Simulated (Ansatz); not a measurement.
**C4H11In: where a starting geometry ends**

The starting geometry of this gas-phase singlet was optimised with GFN2-xTB; its bonds are those of `CC(C)[CH2][InH2]`.

```
atom    x (Å)    y (Å)    z (Å)
   C  -1.6431   1.2383  -1.1433
   C  -0.2904   1.7075  -1.6677
   C   0.8328   0.9264  -0.9953
   C  -0.1176   3.2033  -1.4475
  In  -0.1638   3.6875   0.7391
   H  -1.6912   1.4047  -0.0605
   H  -2.4527   1.7946  -1.6144
   H  -1.7905   0.1774  -1.3387
   H  -0.2497   1.5053  -2.7481
   H   0.7744   1.0670   0.0918
   H   1.8059   1.2791  -1.3360
   H   0.7524  -0.1377  -1.2108
   H   0.8415   3.5399  -1.8529
   H  -0.9129   3.7551  -1.9573
   H   1.2601   3.9397   1.7222
   H  -1.6114   3.9694   1.6784
```

Predict what becomes of its bonds when it is optimised with PBE0-D4/def2-SVP.

It keeps its bonds, and is `CC(C)[CH2][InH2]`.

The energy falls by 0.11 eV over 34 steps:

```tsv
step	E − E(last) (eV)
1	0.110
5	0.031
8	0.031
12	0.028
16	0.022
19	0.018
23	0.008
27	0.003
30	0.001
34	0.000
```

Final geometry (Å):

```xyz
16

C    -1.7219    1.3665   -1.2598
C    -0.2778    1.6985   -1.6185
C     0.6928    0.7431   -0.9332
C     0.0589    3.1585   -1.3209
In   -0.0601    3.7949    0.7633
H    -1.8915    1.4689   -0.1734
H    -2.4284    2.0366   -1.7752
H    -1.9802    0.3319   -1.5354
H    -0.1693    1.5464   -2.7106
H     0.6130    0.8213    0.1655
H     1.7361    0.9620   -1.2113
H     0.4874   -0.3050   -1.2024
H     1.0830    3.4033   -1.6546
H    -0.6045    3.8390   -1.8841
H     0.3200    5.4528    1.1396
H    -0.5139    2.7389    2.0701
```

The end wasn't checked by frequencies. Atoms past krypton carry core potentials, without spin–orbit terms. Run with Ansatz 0.2.0, 2.7 min on 2 threads of Arm Neoverse V1 (shared host).
